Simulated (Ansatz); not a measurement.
C6H16F2N2Ti, SMILES `CC(C)[NH][Ti]([F])([F])[NH]C(C)C`, relaxed with RKS PBE0-D4/def2-TZVP in the Gaussian-basis code of Ansatz from a PBE-D4/def2-SVP geometry. The force threshold is 0.005 eV/Å; the program also tests the step.

Total charge 0; spin multiplicity 1.

Start:

```xyz
27

C     0.239   -0.602   -2.116
C    -0.953    0.254   -1.676
C    -1.707    0.822   -2.884
N    -0.506    1.334   -0.800
Ti    1.028    1.664    0.247
F     0.549    2.950    1.372
F     2.404    2.057   -0.801
N     1.528    0.063    1.110
C     0.881   -0.680    2.189
C    -0.387    0.051    2.641
C     0.576   -2.124    1.763
H    -0.093   -1.445   -2.754
H     0.765   -1.019   -1.235
H     0.964    0.013   -2.691
H    -1.660   -0.413   -1.116
H    -1.039    1.477   -3.482
H    -2.583    1.425   -2.565
H    -2.081    0.009   -3.541
H    -1.225    2.065   -0.700
H     2.379   -0.402    0.764
H     1.578   -0.724    3.064
H    -0.160    1.084    2.973
H    -1.112    0.115    1.800
H    -0.876   -0.484    3.479
H     1.494   -2.645    1.418
H     0.156   -2.708    2.609
H    -0.159   -2.138    0.931
```

```
step  energy (eV)  largest force (eV/Å)  largest move (Å)
   1  -38002.7751                 0.513             0.000
   2  -38002.8683                 0.163             0.045
   3  -38002.8777                 0.041             0.028
   4  -38002.8784                 0.034             0.017
   5  -38002.8794                 0.017             0.043
   6  -38002.8799                 0.020             0.031
   7  -38002.8806                 0.040             0.051
   8  -38002.8810                 0.053             0.049
   9  -38002.8814                 0.061             0.034
  10  -38002.8817                 0.045             0.031
  11  -38002.8820                 0.019             0.030
  12  -38002.8821                 0.012             0.022
  13  -38002.8821                 0.011             0.009
  14  -38002.8821                 0.005             0.007
  15  -38002.8821                 0.005             0.007
```

End:

```xyz
27

C     0.275   -0.564   -2.166
C    -0.930    0.207   -1.658
C    -1.733    0.794   -2.809
N    -0.506    1.254   -0.746
Ti    1.090    1.615    0.168
F     0.690    3.029    1.163
F     2.471    1.796   -0.931
N     1.547    0.133    1.221
C     0.840   -0.658    2.213
C    -0.428    0.055    2.647
C     0.536   -2.056    1.690
H    -0.040   -1.374   -2.827
H     0.837   -1.004   -1.339
H     0.944    0.096   -2.724
H    -1.580   -0.498   -1.115
H    -1.115    1.485   -3.387
H    -2.606    1.342   -2.443
H    -2.089    0.004   -3.475
H    -1.264    1.890   -0.518
H     2.460   -0.255    1.006
H     1.489   -0.757    3.096
H    -0.206    1.051    3.036
H    -1.115    0.159    1.802
H    -0.937   -0.513    3.429
H     1.448   -2.563    1.365
H     0.068   -2.668    2.466
H    -0.146   -2.000    0.837
```

It took 24 s on 11 threads of an AMD EPYC 7R13 on a shared host and a whole NVIDIA H100 80 GB, with 1.2 GiB of host memory at the peak.
